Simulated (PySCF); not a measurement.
Which level of theory gave which numbers?

C₅H₅NSi.
InChI=1S/C5H5NSi/c1-2-5-3-7(5)4-6/h1,5,7H,3H2/t5-,7+/m1/s1

The closed-shell ground state was solved 4 times with PySCF (density fitting, gas phase), always with PBE0, in these basis sets: 6-31G, IGLO-III, STO-3G and cc-pVDZ. Isolated species at its PBE0-D3(BJ)/def2-SVP geometry, gas phase.

```json
{"row": "P", "total energy (Eh)": "-537.3472", "HOMO (eV)": "-7.14", "LUMO (eV)": "-1.41", "dipole (D)": "3.01"}
{"row": "Q", "total energy (Eh)": "-537.2531", "HOMO (eV)": "-6.99", "LUMO (eV)": "-1.09", "dipole (D)": "2.89"}
{"row": "R", "total energy (Eh)": "-537.1220", "HOMO (eV)": "-7.00", "LUMO (eV)": "-0.88", "dipole (D)": "3.20"}
{"row": "S", "total energy (Eh)": "-530.8382", "HOMO (eV)": "-5.04", "LUMO (eV)": "2.79", "dipole (D)": "2.55"}
```

**Question.** Which basis belongs to which row?

**Answer.** P = IGLO-III, Q = cc-pVDZ, R = 6-31G, S = STO-3G. From the lowest total energy up: IGLO-III (304 functions) 0 eV; cc-pVDZ (127 functions) +2.56 eV; 6-31G (77 functions) +6.13 eV; STO-3G (44 functions) +177.12 eV.
